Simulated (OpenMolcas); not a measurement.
**F IV: the spin-orbit constant, Slater's ratio, worked from levels**

- Program: OpenMolcas 26.06
- Basis: ANO-R1 [3s2p1d]
- Scalar Hamiltonian: X2C, finite nucleus
- Active space: 4 electrons in 4 orbitals (2s 2p)
- State averaging: 2S+1 = 3 even, 3 roots; 2S+1 = 1 even, 6 roots; 2S+1 = 5 odd, 1 root; 2S+1 = 3 odd, 9 roots; 2S+1 = 1 odd, 8 roots
- Spin-orbit coupling: RASSI with atomic mean-field integrals over the reference wave functions, term energies averaged over their components

Methods: CASSCF; SS-CASPT2, IPEA 0.25 Eh, imaginary shift 0.1 Eh (closed shells correlated: 1s). Measured levels: Moore, Atomic Energy Levels, vol. I, NSRDS-NBS 35 (1971 reprint of NBS Circular 467, 1949).

**The spin-orbit constant.** For the Hund term 3P of p2, E(J) = (A/2) J(J+1) + constant and ζ = 2S·A = 2A. From J = 0 to J = 2 the energy changes by 3 A.

```csv
Source,E(2) - E(0),A,ζ
CASSCF,638.3,212.8,426
SS-CASPT2,637.6,212.5,425
measured,613.4,204.5,409
```

All in cm-1. SS-CASPT2 is off by +3.9 % and CASSCF by +4.1 %. Both methods take the spin-orbit matrix elements from the reference wave functions, so the second can move ζ only through the term energies and any multistate remixing. Second-order mixing with other terms is absorbed into this ζ.

**Slater's ratio.** With one set of orbitals, p2 has 1D - 3P = 6 F2 and 1S - 1D = 9 F2 (F2 = F²/25), a ratio of 3/2. Term energies are centres of gravity, weighted by 2J + 1.

```
   Source  1D - 3P  1S - 3P  F2 from the first  Ratio
   CASSCF    27511    51909               4585  0.887
SS-CASPT2    26326    55663               4388  1.114
 measured    24825    53128               4138  1.140
```

Energies in cm-1. A ratio away from 3/2 shows effects beyond one configuration with one set of orbitals, and in heavier atoms second-order spin-orbit shifts. In CASSCF the valence s occupation is 1.88 in 1S against 1.97 in 1D: mixing out of s² acts most on 1S and pulls it down.

Term energies are means over components that CASPT2 splits; among the terms shown or strongly mixed into the levels shown the widest spread is 10 cm-1 (2s2 2p2 1D, SS-CASPT2). The basis is small and was not contracted for so high a charge. Computed and measured levels are paired by configuration, term and J; levels that our copy of the source lacks, or whose pairing is in doubt (as where it misses far off the trend of its configuration), stay unpaired and out of the deviations. Only configurations of the active space appear.
